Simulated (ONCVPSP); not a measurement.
Ranking ONCV potentials for Cs

All share these settings but for the change named:

| Property | Result |
| --- | --- |
| Element | caesium (Cs) |
| Generator | ONCVPSP 4.0.1 |
| Type | optimised norm-conserving Vanderbilt (ONCV) |
| Functional | PBE |
| Relativity | scalar-relativistic |
| Frozen core | [Kr] 4d10 |
| Valence charge | 9 |
| Reference configuration | 5s2 5p6 6s0.75 6p0.25 |
| Partial waves | 5s+6s: rc 3.15 bohr, ncon 4, nbas 7, qcut 3.1 1/bohr, 2 projectors; 5p+6p: rc 4.00 bohr, ncon 4, nbas 8, qcut 3.3 1/bohr, 2 projectors; d scattering state at 0.05 Ha: rc 4.05 bohr, ncon 4, nbas 9, qcut 2 1/bohr, 1 projector |
| Local potential | polynomial inside 2.10 bohr (lpopt 5, dvloc0 6 Ha) |
| Core correction | polynomial model core, fcfact 0.25 |

Test errors are all-electron minus pseudo excitation energies from the reference, over 5s2 5p6 6s1 6p0; 5s2 5p6 6s0 6p0; 5s2 5p6 6s0.5 6p0; 5s2 5p6 5d0.5 6s0.5 6p0. None of these files shows a bound ghost.

The base gives 2.4 meV.

Of 8 variants that were run, those that failed, showed a ghost or another fault, or gave nearly equal values are left out.

A variant can come out equal or close to the base, since the largest error may sit in a test that the change hardly touches while other tests move.

Task: Rank these variants by their largest absolute test error, smallest first.
A. all radii but the core radius scaled by about 0.78 (s 2.46, p 3.12, d 3.16 bohr); local potential polynomial inside 1.64 bohr (lpopt 5, dvloc0 6 Ha)
B. d: qcut 1.2
C. s: rc 3.68
D. d: qcut 2.7
E. p: rc 5.64

Result: A (1.1 meV), D (1.6 meV), C (2.4 meV), B (2.9 meV), E (13.3 meV).
